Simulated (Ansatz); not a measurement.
CH6GeO2 (`OC[O][GeH3]`), 10 atoms. The species carries charge 0 and has multiplicity 1. Correlated methods include outer-core shells of Ge, which these sets cover unevenly. Scalar relativity is left out up to krypton. All runs use 4 threads of an AMD EPYC 7B13 on a shared host. Correlated methods freeze the cores.

Question: Give the basis size and wall time and peak host memory of each of these runs in Ansatz. RKS PBE-QIDH (frozen core)/def2-TZVPP energy; RKS ωB97M-V/def2-SVP energy; RHF-CCSD(T)/def2-TZVPP energy; direct RPA on PBE orbitals/def2-TZVPP energy; RKS PBE0-D4/def2-TZVPP energy; RKS SPW92 (LDA)/def2-TZVPP energy; RKS PBE0-D4/def2-TZVP frequencies; RKS PBE0-D4/def2-SVP energy; RHF-MP2/def2-QZVPP energy; RKS CAM-B3LYP-D4/def2-TZVPP energy; RKS PBE0-D4/def2-TZVP relaxation (11 steps); RKS ωB97M-V/def2-QZVPP energy. (An estimate is asked.)

Answer: The calculation gave: Other jobs shared the machine, so times are rough.

```csv
level,job,functions,wall time,peak host memory (GiB)
RKS PBE0-D4/def2-SVP,energy,104,1.1 s,0.42
RKS SPW92 (LDA)/def2-TZVPP,energy,225,1.1 s,0.27
RKS PBE0-D4/def2-TZVPP,energy,225,2.3 s,0.54
RKS CAM-B3LYP-D4/def2-TZVPP,energy,225,2.8 s,0.61
RKS ωB97M-V/def2-SVP,energy,104,3.2 s,0.42
direct RPA on PBE orbitals/def2-TZVPP,energy,225,3.6 s,0.5
RKS PBE-QIDH (frozen core)/def2-TZVPP,energy,225,4 s,0.56
RKS ωB97M-V/def2-QZVPP,energy,440,14 s,1.8
RHF-MP2/def2-QZVPP,energy,440,16 s,2.5
RKS PBE0-D4/def2-TZVP,relaxation (11 steps),177,29 s,0.48
RKS PBE0-D4/def2-TZVP,frequencies,177,96 s,0.48
RHF-CCSD(T)/def2-TZVPP,energy,225,97 s,3.9
```
